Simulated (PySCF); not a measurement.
## Computed vibrations of [Gd(NH2)2]+

[Gd(NH2)2]+ (singlet in the valence; each metal's 4f electrons, 7 of them, lie in its core potential, out of spins and levels). PySCF 2.14.0, RKS PBE0, Gd lcecp-1-SVP with ECP53, N def2-SVP, H def2-SVP; non-relativistic Hamiltonian with scalar-relativistic core potentials where named; density fitting; no spin-orbit coupling. Central differences of gradients.

```xyz
7

Gd    0.0000    0.0000   -0.2124
N     1.7390    0.0000    0.9871
H     2.1474   -0.8102    1.4613
H     2.1474    0.8102    1.4613
N    -1.7390    0.0000    0.9871
H    -2.1474    0.8102    1.4613
H    -2.1474   -0.8102    1.4613
```

Run from Python with OMP_NUM_THREADS=2. Where DIIS fails, smearing, a level shift and second-order steps follow.
It took 33 s on 2 threads of Arm Neoverse V1, with other jobs on the host.

What are the harmonic wavenumbers and infrared intensities?

Modes are labelled in C2v; negative numbers are unstable modes, those under 60 cm⁻¹ near the noise; a finer grid moves soft modes by up to 10 cm⁻¹.
| cm⁻¹ | km/mol | symmetry |
| --- | --- | --- |
| -392 | – | b2 |
| -389 | – | a2 |
| 151 | 0.1 | a1 |
| 355 | 0.0 | a2 |
| 382 | 88.2 | b2 |
| 541 | 181.5 | b1 |
| 584 | 214.4 | b1 |
| 605 | 175.3 | a1 |
| 617 | 78.7 | a1 |
| 1510 | 30.9 | b1 |
| 1512 | 55.3 | a1 |
| 3514 | 138.8 | b1 |
| 3517 | 79.5 | a1 |
| 3588 | 0.0 | a2 |
| 3588 | 87.7 | b2 |

Is this a minimum?

No: 2 unstable; the lowest moves the atoms so:
```
Gd   0.00  0.01  0.00
N    0.00 -0.04  0.00
H   -0.30  0.04  0.40
H    0.30  0.04 -0.40
N    0.00 -0.04  0.00
H   -0.30  0.04 -0.40
H    0.30  0.04  0.40
```

An lcecp potential fixes the number of 4f electrons, so in runs with it no electron can move into or out of that shell.
